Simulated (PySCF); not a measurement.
C5H9O2, doublet (typed; the unrestricted solution is spin-contaminated), geometry from GFN2-xTB, with bond 8-1 at 1.6 times its length; DF-HF/6-31G* (PySCF).

PySCF was given this input:
```python
from pyscf import gto, scf

mol = gto.M(
    atom='''
C    -1.932261   -0.878778   -1.083091
C    -1.166158   -0.145119   -0.070819
C    -1.756329    1.225645    0.265265
O     0.190738    0.013076   -0.546600
C     1.176831   -0.116732    0.339642
C     2.519782    0.059011   -0.321145
O     1.009767   -0.361915    1.506182
H    -1.158580   -2.074603   -2.036379
H    -2.960935   -0.642488   -1.260838
H    -1.085496   -0.723274    0.873416
H    -1.769976    1.850926   -0.624065
H    -2.770125    1.104729    0.635054
H    -1.156159    1.710253    1.031546
H     2.905722   -0.924502   -0.582955
H     2.419937    0.652109   -1.224517
H     3.210519    0.524972    0.375494
''',
    basis='6-31g*',
    charge=0,
    spin=1,
    verbose=4,
)

mf = scf.UHF(mol)
mf.level_shift = 1.0
mf.max_cycle = 100
mf = mf.density_fit(auxbasis='def2-universal-jkfit')
mf.kernel()
mf.analyze()
```

Question: What does PySCF print? Leave out banner, timings and long lists.

Answer: 
```
PySCF version 2.14.0

[INPUT] verbose = 4
[INPUT] num. atoms = 16
[INPUT] num. electrons = 55
[INPUT] charge = 0
[INPUT] spin (= nelec alpha-beta = 2S) = 1
[INPUT] symmetry False subgroup None
[INPUT] Mole.unit = angstrom
[INPUT] Symbol           X                Y                Z      unit          X                Y                Z       unit  Magmom
[...]
nuclear repulsion = 308.943476984541
number of shells = 60
number of NR pGTOs = 225
number of NR cGTOs = 116
basis = 6-31g*
ecp = {}

******** <class 'pyscf.df.df_jk.DFUHF'> ********
method = DFUHF
initial guess = minao
damping factor = 0
level_shift factor = 1.0
DIIS = <class 'pyscf.scf.diis.CDIIS'>
diis_start_cycle = 1
diis_space = 8
diis_damp = 0
SCF conv_tol = 1e-09
SCF conv_tol_grad = None
SCF max_cycles = 100
direct_scf = False
number electrons alpha = 28  beta = 27
Set gradient conv threshold to 3.16228e-05
******** <class 'pyscf.df.df.DF'> ********
auxbasis = def2-universal-jkfit
init E= -345.255531892407

cycle= 1 E= -343.73921694651  delta_E= 1.52  |g|= 0.897  |ddm|= 2.46
cycle= 2 E= -344.103258373966  delta_E= -0.364  |g|= 0.255  |ddm|= 0.554
cycle= 3 E= -344.142130159016  delta_E= -0.0389  |g|= 0.131  |ddm|= 0.218
cycle= 4 E= -344.155797152249  delta_E= -0.0137  |g|= 0.0733  |ddm|= 0.14
cycle= 5 E= -344.161167854044  delta_E= -0.00537  |g|= 0.0446  |ddm|= 0.0889
cycle= 6 E= -344.163832267168  delta_E= -0.00266  |g|= 0.0301  |ddm|= 0.0647
cycle= 7 E= -344.16536293395  delta_E= -0.00153  |g|= 0.023  |ddm|= 0.0471
cycle= 8 E= -344.166351241068  delta_E= -0.000988  |g|= 0.0196  |ddm|= 0.0342
cycle= 9 E= -344.167258397909  delta_E= -0.000907  |g|= 0.0182  |ddm|= 0.0308
cycle= 10 E= -344.167975665925  delta_E= -0.000717  |g|= 0.0176  |ddm|= 0.0245
cycle= 11 E= -344.168794486036  delta_E= -0.000819  |g|= 0.0173  |ddm|= 0.0271
cycle= 12 E= -344.169628827866  delta_E= -0.000834  |g|= 0.0171  |ddm|= 0.0277
cycle= 13 E= -344.171534142915  delta_E= -0.00191  |g|= 0.0177  |ddm|= 0.064
cycle= 14 E= -344.172608001014  delta_E= -0.00107  |g|= 0.016  |ddm|= 0.0411
cycle= 15 E= -344.174538934664  delta_E= -0.00193  |g|= 0.0176  |ddm|= 0.0982
cycle= 16 E= -344.174888518119  delta_E= -0.00035  |g|= 0.0101  |ddm|= 0.0256
cycle= 17 E= -344.175228040058  delta_E= -0.00034  |g|= 0.00803  |ddm|= 0.0331
cycle= 18 E= -344.175344895653  delta_E= -0.000117  |g|= 0.00525  |ddm|= 0.0166
cycle= 19 E= -344.175429584431  delta_E= -8.47e-05  |g|= 0.00414  |ddm|= 0.019
cycle= 20 E= -344.175453094477  delta_E= -2.35e-05  |g|= 0.00242  |ddm|= 0.00801
cycle= 21 E= -344.175459478087  delta_E= -6.38e-06  |g|= 0.00144  |ddm|= 0.00357
cycle= 22 E= -344.175466225096  delta_E= -6.75e-06  |g|= 0.00114  |ddm|= 0.00523
cycle= 23 E= -344.175468127137  delta_E= -1.9e-06  |g|= 0.000712  |ddm|= 0.00235
cycle= 24 E= -344.175468869963  delta_E= -7.43e-07  |g|= 0.000459  |ddm|= 0.00147
cycle= 25 E= -344.175469172834  delta_E= -3.03e-07  |g|= 0.000293  |ddm|= 0.000946
cycle= 26 E= -344.175469288809  delta_E= -1.16e-07  |g|= 0.000184  |ddm|= 0.000572
cycle= 27 E= -344.175469333754  delta_E= -4.49e-08  |g|= 0.000115  |ddm|= 0.000345
cycle= 28 E= -344.17546935192  delta_E= -1.82e-08  |g|= 7.12e-05  |ddm|= 0.000221
cycle= 29 E= -344.175469358979  delta_E= -7.06e-09  |g|= 4.52e-05  |ddm|= 0.000136
cycle= 30 E= -344.175469361854  delta_E= -2.87e-09  |g|= 2.96e-05  |ddm|= 8.87e-05
cycle= 31 E= -344.175469363039  delta_E= -1.19e-09  |g|= 1.97e-05  |ddm|= 5.7e-05
cycle= 32 E= -344.175469363551  delta_E= -5.12e-10  |g|= 1.29e-05  |ddm|= 3.66e-05
Extra cycle  E= -344.175469363875  delta_E= -3.24e-10  |g|= 5.41e-06  |ddm|= 3.75e-05
converged SCF energy = -344.175469363875  <S^2> = 1.102143  2S+1 = 2.3256337
**** SCF Summaries ****
Total Energy =                        -344.175469363874981
Nuclear Repulsion Energy =             308.943476984540894
One-electron Energy =                -1081.403589777042271
Two-electron Energy =                  428.284643428626396
Two-electron Coulomb Energy =          473.884222900654834
[...]
spin_pop of  3 O 3dx2-y2    0.00001
spin_pop of  4 C 1s        0.00000
spin_pop of  4 C 2s       -0.00078
spin_pop of  4 C 3s       -0.00000
spin_pop of  4 C 2px      -0.00045
spin_pop of  4 C 2py      -0.00067
spin_pop of  4 C 2pz      -0.00046
spin_pop of  4 C 3px       0.00001
spin_pop of  4 C 3py      -0.00000
spin_pop of  4 C 3pz       0.00001
spin_pop of  4 C 3dxy     -0.00000
spin_pop of  4 C 3dyz     -0.00001
spin_pop of  4 C 3dz^2     0.00001
spin_pop of  4 C 3dxz      0.00001
spin_pop of  4 C 3dx2-y2    0.00000
spin_pop of  5 C 1s       -0.00000
spin_pop of  5 C 2s        0.00033
spin_pop of  5 C 3s        0.00000
spin_pop of  5 C 2px       0.00091
spin_pop of  5 C 2py       0.00010
spin_pop of  5 C 2pz       0.00021
spin_pop of  5 C 3px       0.00000
spin_pop of  5 C 3py       0.00000
spin_pop of  5 C 3pz       0.00000
spin_pop of  5 C 3dxy      0.00000
spin_pop of  5 C 3dyz      0.00000
spin_pop of  5 C 3dz^2    -0.00000
spin_pop of  5 C 3dxz      0.00001
spin_pop of  5 C 3dx2-y2   -0.00000
spin_pop of  6 O 1s       -0.00000
spin_pop of  6 O 2s        0.00020
spin_pop of  6 O 3s       -0.00002
spin_pop of  6 O 2px       0.00281
spin_pop of  6 O 2py      -0.00023
spin_pop of  6 O 2pz       0.00004
spin_pop of  6 O 3px      -0.00006
spin_pop of  6 O 3py      -0.00001
spin_pop of  6 O 3pz       0.00000
spin_pop of  6 O 3dxy      0.00000
spin_pop of  6 O 3dyz      0.00000
spin_pop of  6 O 3dz^2     0.00000
spin_pop of  6 O 3dxz     -0.00001
spin_pop of  6 O 3dx2-y2    0.00000
spin_pop of  7 H 1s       -0.57748
spin_pop of  7 H 2s       -0.00331
spin_pop of  8 H 1s       -0.05825
spin_pop of  8 H 2s        0.00057
spin_pop of  9 H 1s        0.04362
spin_pop of  9 H 2s        0.00032
spin_pop of  10 H 1s       -0.00255
spin_pop of  10 H 2s        0.00017
spin_pop of  11 H 1s       -0.00220
spin_pop of  11 H 2s        0.00004
spin_pop of  12 H 1s        0.00278
spin_pop of  12 H 2s       -0.00003
spin_pop of  13 H 1s       -0.00002
spin_pop of  13 H 2s       -0.00000
spin_pop of  14 H 1s       -0.00018
spin_pop of  14 H 2s        0.00001
spin_pop of  15 H 1s        0.00002
spin_pop of  15 H 2s        0.00000
 ** Mulliken Spin Density (per atom)  **
spin density of  0 C =      1.63598
spin density of  1 C =     -0.09412
spin density of  2 C =      0.03282
spin density of  3 O =      0.01986
spin density of  4 C =     -0.00234
spin density of  5 C =      0.00156
spin density of  6 O =      0.00273
spin density of  7 H =     -0.58079
spin density of  8 H =     -0.05768
spin density of  9 H =      0.04394
spin density of  10 H =     -0.00238
spin density of  11 H =     -0.00216
spin density of  12 H =      0.00275
spin density of  13 H =     -0.00002
spin density of  14 H =     -0.00017
spin density of  15 H =      0.00002
 ** Mulliken pop alpha/beta on meta-lowdin orthogonal AOs **
 ** Mulliken pop       alpha | beta **
In total            28.00000 | 27.00000
 ** Mulliken atomic charges   ( Nelec_alpha | Nelec_beta ) **
charge of  0C =     -0.13619  (     3.88609      2.25011 )
charge of  1C =      0.17131  (     2.86728      2.96140 )
charge of  2C =     -0.26591  (     3.14936      3.11655 )
charge of  3O =     -0.43116  (     4.22551      4.20565 )
charge of  4C =      0.61628  (     2.69069      2.69303 )
charge of  5C =     -0.30211  (     3.15184      3.15028 )
charge of  6O =     -0.53662  (     4.26968      4.26695 )
charge of  7H =      0.01044  (     0.20439      0.78518 )
charge of  8H =      0.11445  (     0.41394      0.47161 )
charge of  9H =      0.11520  (     0.46437      0.42043 )
charge of  10H =      0.09409  (     0.45177      0.45414 )
charge of  11H =      0.09407  (     0.45189      0.45405 )
charge of  12H =      0.10424  (     0.44926      0.44650 )
charge of  13H =      0.12040  (     0.43979      0.43981 )
charge of  14H =      0.11400  (     0.44292      0.44309 )
charge of  15H =      0.11754  (     0.44124      0.44122 )
Dipole moment(X, Y, Z, Debye): -0.57281,  0.84354, -1.58968
```
